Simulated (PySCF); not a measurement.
# Bond lengths and vibrations by method: BCl2HO

These are calculations, not measurements. The program is PySCF 2.14.0, an open-source quantum chemistry code, run on an isolated molecule that a program drew, which may never have been made. The molecule is BCl2HO (charge 0, singlet), drawn as the SMILES string `OB(Cl)Cl`.

The geometry was optimised and harmonic frequencies were computed with HF and MP2, all in the cc-pV(D+d)Z basis, for the commonest isotopes, with a restricted reference for singlets and an unrestricted one otherwise, and a frozen core in MP2. Each result is a local minimum of its method.

Geometry at the HF minimum:
```xyz
5
BCl2HO, angstrom
O    -2.5886    2.2680   -1.5966
B    -1.7785    2.0406   -0.5650
Cl   -0.8842    0.5181   -0.4188
Cl   -1.6008    3.2789    0.6675
H    -2.6358    1.5579   -2.2216
```

Lengths of the bonds as drawn, in Å (atoms numbered as above):
```
bond,HF,MP2
O1-B2,1.331,1.354
B2-Cl3,1.772,1.769
B2-Cl4,1.756,1.753
O1-H5,0.947,0.969
```

Rotational constants, in GHz:
```
constant     HF    MP2
       A  7.146  7.062
       B   3.09  3.092
       C  2.157   2.15
```

Harmonic frequencies in cm^-1, each column in rising order, so a row needn't be the same motion in every method:
```
rank    HF   MP2
   1   282   274
   2   383     ?
   3   534   521
   4   589   580
   5   614   597
   6   922   907
   7  1219  1169
   8  1439  1374
   9  4148  3849
```

**Estimate the missing MP2 frequency from the HF column.**

A single factor s that minimises the squared misfit of MP2 against s times HF over the other rows is sum(HF x MP2) / sum(HF^2) = 0.9369, with an rms misfit of 28 cm^-1. For rank 2 it gives 0.9369 x 383 = 359 cm^-1. The calculation gives 365 cm^-1, 6 cm^-1 above the estimate. The drawn bonds are on average 0.9 % longer in MP2 than in HF.
